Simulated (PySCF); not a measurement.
A structure optimised at PBE-D3(BJ)/def2-SVP, used in a PySCF frequency run:

```
Si
F 1 1.6360
N 1 1.7061 2 114.67
H 3 1.0213 1 121.59 2 73.96
H 3 1.0216 4 112.83 1 154.91
C 1 1.8221 2 106.89 3 -121.62
C 6 1.2277 2 145.68 1 179.71
H 7 1.0827 2 156.11 1 179.34
Cl 1 2.0640 2 105.26 6 -119.16
```

### Question
Write its SMILES and formula.

### Answer
C#C[Si@@](N)(F)Cl, C2H3ClFNSi

### Question
What are its rotational constants (standard atomic weights)?

### Answer
2.7322, 1.7273, 1.5054 GHz
